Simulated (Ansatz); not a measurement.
CH₈BFSi₂, SMILES `B[SiH2][SiH2]CF` at its PBE0-D4/def2-TZVP geometry, where that method's forces vanish. Total charge 0; spin multiplicity 1.

| atom | x (Å) | y (Å) | z (Å) |
| --- | --- | --- | --- |
| B1 | -0.284 | -1.738 | 0.093 |
| Si2 | 1.175 | -0.628 | 0.941 |
| Si3 | 0.494 | 1.425 | 0.036 |
| C4 | -1.078 | 0.802 | -0.861 |
| F5 | -0.861 | -0.579 | -1.217 |
| H6 | -1.311 | -1.809 | 0.709 |
| H7 | -0.014 | -2.636 | -0.647 |
| H8 | 2.583 | -0.903 | 0.542 |
| H9 | 1.118 | -0.546 | 2.428 |
| H10 | 0.051 | 2.491 | 0.974 |
| H11 | 1.404 | 2.028 | -0.975 |
| H12 | -1.958 | 0.802 | -0.216 |
| H13 | -1.317 | 1.290 | -1.806 |

(1) For each bond, give half the difference of the two atoms' forces along it (eV/Å; positive pushes the atoms apart) under PBE-D4, r2SCAN-D4, B3LYP-D4, ωB97M-V in def2-TZVPP. (Best estimate.)

Results:

(1) Ansatz gave: 
```tsv
bond	length (Å)	PBE-D4	r2SCAN-D4	B3LYP-D4	ωB97M-V
B1–Si2	2.021	-0.11	0.00	0.11	0.07
B1–H6	1.199	0.07	-0.03	-0.11	-0.09
B1–H7	1.195	0.10	-0.03	-0.14	-0.11
Si2–Si3	2.344	0.00	0.03	0.13	0.05
Si2–H8	1.489	0.10	-0.01	-0.08	-0.10
Si2–H9	1.490	0.09	-0.02	-0.09	-0.11
Si3–C4	1.915	-0.07	-0.04	0.09	0.04
Si3–H10	1.488	0.07	-0.02	-0.11	-0.11
Si3–H11	1.488	0.08	-0.02	-0.11	-0.12
C4–F5	1.443	0.54	0.41	0.39	0.26
C4–H12	1.091	0.08	-0.07	-0.12	-0.10
C4–H13	1.090	0.10	-0.06	-0.15	-0.11
```

B3LYP here is the variant with VWN-RPA as its local correlation; programs differ in this.
